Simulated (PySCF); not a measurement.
H12CuN4 (SMILES [NH3]->[Cu+2](<-[NH3])(<-[NH3])<-[NH3]), charge +2, doublet, at a GFN2-xTB geometry (such geometries of metal compounds can be far from the true shape); BHANDHLYP/STO-3G (PySCF).

PySCF was given this input:
```python
from pyscf import gto, scf, dft

mol = gto.M(
    atom='''
Cu    0.000000    0.000000   -0.000000
N    -1.218799    1.650811    0.205364
H    -0.751043    2.408505    0.703911
H    -2.058198    1.434883    0.744167
H    -1.525194    2.026088   -0.693207
N    -1.651652   -1.219779   -0.192370
H    -2.411489   -0.754443   -0.689919
H    -2.023061   -1.521819    0.709277
H    -1.438022   -2.061778   -0.728023
N     1.220628   -1.650701    0.195129
H     1.518802   -2.026473   -0.705997
H     0.757448   -2.408120    0.698345
H     2.064915   -1.434479    0.726121
N     1.649823    1.219669   -0.208123
H     1.431305    2.061374   -0.742265
H     2.405084    0.754057   -0.712337
H     2.029453    1.522204    0.689927
''',
    basis='sto-3g',
    charge=2,
    spin=1,
    verbose=4,
)

mf = dft.UKS(mol)
mf.xc = 'bhandhlyp'
mf.kernel()
```

**Question.** What does PySCF print? Leave out banner, timings and long lists.

**Answer.** 
```
PySCF version 2.14.0

[INPUT] verbose = 4
[INPUT] num. atoms = 17
[INPUT] num. electrons = 67
[INPUT] charge = 2
[INPUT] spin (= nelec alpha-beta = 2S) = 1
[INPUT] symmetry False subgroup None
[INPUT] Mole.unit = angstrom
[INPUT] Symbol           X                Y                Z      unit          X                Y                Z       unit  Magmom
[INPUT]  1 Cu     0.000000000000   0.000000000000   0.000000000000 AA    0.000000000000   0.000000000000   0.000000000000 Bohr   0.0
[INPUT]  2 N     -1.218799000000   1.650811000000   0.205364000000 AA   -2.303196310894   3.119580673419   0.388081715845 Bohr   0.0
[INPUT]  3 H     -0.751043000000   2.408505000000   0.703911000000 AA   -1.419265577772   4.551414819646   1.330199006069 Bohr   0.0
[INPUT]  4 H     -2.058198000000   1.434883000000   0.744167000000 AA   -3.889430530128   2.711535890794   1.406271820939 Bohr   0.0
[INPUT]  5 H     -1.525194000000   2.026088000000  -0.693207000000 AA   -2.882198946830   3.828751424268  -1.309971377631 Bohr   0.0
[INPUT]  6 N     -1.651652000000  -1.219779000000  -0.192370000000 AA   -3.121169933090  -2.305048242496  -0.363526614583 Bohr   0.0
[INPUT]  7 H     -2.411489000000  -0.754443000000  -0.689919000000 AA   -4.557053762401  -1.425690646595  -1.303757958134 Bohr   0.0
[INPUT]  8 H     -2.023061000000  -1.521819000000   0.709277000000 AA   -3.823031223289  -2.875821121159   1.340339276453 Bohr   0.0
[INPUT]  9 H     -1.438022000000  -2.061778000000  -0.728023000000 AA   -2.717467741099  -3.896195749654  -1.375764082384 Bohr   0.0
[INPUT] 10 N      1.220628000000  -1.650701000000   0.195129000000 AA    2.306652619976  -3.119372803546   0.368740368960 Bohr   0.0
[INPUT] 11 H      1.518802000000  -2.026473000000  -0.705997000000 AA    2.870119817442  -3.829478968826  -1.334140974765 Bohr   0.0
[INPUT] 12 H      0.757448000000  -2.408120000000   0.698345000000 AA    1.431369273600  -4.550687275088   1.319680790459 Bohr   0.0
[INPUT] 13 H      2.064915000000  -1.434479000000   0.726121000000 AA    3.902123820506  -2.710772441440   1.372169823295 Bohr   0.0
[INPUT] 14 N      1.649823000000   1.219669000000  -0.208123000000 AA    3.117713624008   2.304840372622  -0.393295470223 Bohr   0.0
[INPUT] 15 H      1.431305000000   2.061374000000  -0.742265000000 AA    2.704774450721   3.895432300299  -1.402677561850 Bohr   0.0
[INPUT] 16 H      2.405084000000   0.754057000000  -0.712337000000 AA    4.544950066573   1.424961212311  -1.346121838394 Bohr   0.0
[INPUT] 17 H      2.029453000000   1.522204000000   0.689927000000 AA    3.835110352677   2.876548665717   1.303773075943 Bohr   0.0

nuclear repulsion = 418.167675510945
number of shells = 32
number of NR pGTOs = 150
number of NR cGTOs = 50
basis = sto-3g
ecp = {}

******** <class 'pyscf.dft.uks.UKS'> ********
method = UKS
initial guess = minao
damping factor = 0
level_shift factor = 0
DIIS = <class 'pyscf.scf.diis.CDIIS'>
diis_start_cycle = 1
diis_space = 8
diis_damp = 0
SCF conv_tol = 1e-09
SCF conv_tol_grad = None
SCF max_cycles = 50
direct_scf = True
direct_scf_tol = 1e-13
number electrons alpha = 34  beta = 33
XC library pyscf.dft.libxc version 7.1.2
    S. Lehtola, C. Steigemann, M. J. T. Oliveira, and M. A. L. Marques,  SoftwareX 7, 1–5 (2018)
XC functionals = bhandhlyp
    A. D. Becke,  J. Chem. Phys. 98, 1372 (1993)
    Defined through Gaussian implementation.
radial grids:
    Treutler-Ahlrichs [JCP 102, 346 (1995); DOI:10.1063/1.469408] (M4) radial grids

becke partition: Becke, JCP 88, 2547 (1988); DOI:10.1063/1.454033
pruning grids: <function nwchem_prune>
grids dens level: 3
symmetrized grids: False
atomic radii adjust function: <function treutler_atomic_radii_adjust>
small_rho_cutoff = 0
Set gradient conv threshold to 3.16228e-05
tot grids = 193944
init E= -1842.54306735081

cycle= 1 E= -1827.56256666634  delta_E=   15  |g|= 3.08  |ddm|= 7.46

cycle= 2 E= -1837.34889479307  delta_E= -9.79  |g|= 1.57  |ddm|= 7.25
cycle= 3 E= -1822.90145346121  delta_E= 14.4  |g|= 3.74  |ddm|= 8.84
cycle= 4 E= -1823.10760622252  delta_E= -0.206  |g|= 3.68  |ddm|= 0.275
cycle= 5 E= -1825.52922515876  delta_E= -2.42  |g|= 3.47  |ddm|= 1.12
cycle= 6 E= -1826.30139949079  delta_E= -0.772  |g|= 3.78  |ddm|= 0.521
cycle= 7 E= -1841.77862751479  delta_E= -15.5  |g|= 1.65  |ddm|= 6.42
cycle= 8 E= -1841.52555958903  delta_E= 0.253  |g|= 1.23  |ddm|= 0.963
cycle= 9 E= -1844.31341905941  delta_E= -2.79  |g|= 0.371  |ddm|=    3
cycle= 10 E= -1844.41920119987  delta_E= -0.106  |g|= 0.0671  |ddm|= 0.71
cycle= 11 E= -1844.44071796866  delta_E= -0.0215  |g|= 0.0637  |ddm|= 0.46
cycle= 12 E= -1844.42909631433  delta_E= 0.0116  |g|= 0.0642  |ddm|= 0.234
cycle= 13 E= -1844.41521570995  delta_E= 0.0139  |g|= 0.0525  |ddm|= 0.338
cycle= 14 E= -1844.39772204476  delta_E= 0.0175  |g|= 0.0768  |ddm|= 1.13
cycle= 15 E= -1844.40238893356  delta_E= -0.00467  |g|= 0.0831  |ddm|= 0.294
cycle= 16 E= -1844.40345737633  delta_E= -0.00107  |g|= 0.0726  |ddm|= 0.0371
cycle= 17 E= -1844.40257366512  delta_E= 0.000884  |g|= 0.0498  |ddm|= 0.175
cycle= 18 E= -1844.40017628879  delta_E= 0.0024  |g|= 0.0469  |ddm|= 0.185
cycle= 19 E= -1844.40068034779  delta_E= -0.000504  |g|= 0.0356  |ddm|= 0.0294
cycle= 20 E= -1844.4013800465  delta_E= -0.0007  |g|= 0.0191  |ddm|= 0.41
cycle= 21 E= -1844.40032492951  delta_E= 0.00106  |g|= 0.0211  |ddm|= 0.177
cycle= 22 E= -1844.4006501038  delta_E= -0.000325  |g|= 0.0208  |ddm|= 0.0502
cycle= 23 E= -1844.40042963543  delta_E= 0.00022  |g|= 0.0206  |ddm|= 0.0385
cycle= 24 E= -1844.40061375646  delta_E= -0.000184  |g|= 0.00514  |ddm|= 0.155
cycle= 25 E= -1844.40068601229  delta_E= -7.23e-05  |g|= 0.00209  |ddm|= 0.073
cycle= 26 E= -1844.40068984796  delta_E= -3.84e-06  |g|= 0.000199  |ddm|= 0.0247
cycle= 27 E= -1844.40068977005  delta_E= 7.79e-08  |g|= 0.000166  |ddm|= 0.00267
cycle= 28 E= -1844.40068984494  delta_E= -7.49e-08  |g|= 0.000144  |ddm|= 0.00113
cycle= 29 E= -1844.40068974952  delta_E= 9.54e-08  |g|= 0.000114  |ddm|= 0.00117
cycle= 30 E= -1844.40068977765  delta_E= -2.81e-08  |g|= 9.89e-05  |ddm|= 0.000969
cycle= 31 E= -1844.40068981079  delta_E= -3.31e-08  |g|= 0.000101  |ddm|= 0.000457
cycle= 32 E= -1844.40068982152  delta_E= -1.07e-08  |g|= 9.79e-05  |ddm|= 0.00022
cycle= 33 E= -1844.40068957675  delta_E= 2.45e-07  |g|= 9.57e-05  |ddm|= 0.00194
cycle= 34 E= -1844.40068927713  delta_E= 3e-07  |g|= 9.42e-05  |ddm|= 0.00253
cycle= 35 E= -1844.40068923859  delta_E= 3.85e-08  |g|= 9.51e-05  |ddm|= 0.000444
cycle= 36 E= -1844.40068921767  delta_E= 2.09e-08  |g|= 9.4e-05  |ddm|= 0.000284
cycle= 37 E= -1844.40068895704  delta_E= 2.61e-07  |g|= 8.93e-05  |ddm|= 0.00233
cycle= 38 E= -1844.4006877905  delta_E= 1.17e-06  |g|= 7.99e-05  |ddm|= 0.013
cycle= 39 E= -1844.40068771423  delta_E= 7.63e-08  |g|= 7.38e-05  |ddm|= 0.00125
cycle= 40 E= -1844.40068773101  delta_E= -1.68e-08  |g|= 7.09e-05  |ddm|= 0.000411
cycle= 41 E= -1844.40068769555  delta_E= 3.55e-08  |g|= 7.21e-05  |ddm|= 0.000598
cycle= 42 E= -1844.40068780472  delta_E= -1.09e-07  |g|= 7.5e-05  |ddm|= 0.00157
cycle= 43 E= -1844.40068771085  delta_E= 9.39e-08  |g|= 7.41e-05  |ddm|= 0.00139
cycle= 44 E= -1844.40068765825  delta_E= 5.26e-08  |g|= 7.31e-05  |ddm|= 0.00093
cycle= 45 E= -1844.40068766916  delta_E= -1.09e-08  |g|= 7.66e-05  |ddm|= 0.000356
cycle= 46 E= -1844.40068763415  delta_E= 3.5e-08  |g|= 7.08e-05  |ddm|= 0.000746
cycle= 47 E= -1844.40068764397  delta_E= -9.82e-09  |g|= 6.06e-05  |ddm|= 0.000925
cycle= 48 E= -1844.40068778932  delta_E= -1.45e-07  |g|= 5.92e-05  |ddm|= 0.00214
cycle= 49 E= -1844.40068779844  delta_E= -9.12e-09  |g|= 5.94e-05  |ddm|= 0.00015
cycle= 50 E= -1844.40068766138  delta_E= 1.37e-07  |g|= 5.73e-05  |ddm|= 0.002
SCF not converged.
SCF energy = -1844.40068766138 after 50 cycles  <S^2> = 0.77921486  2S+1 = 2.0290045
```

The run did not converge; its last values are not results.
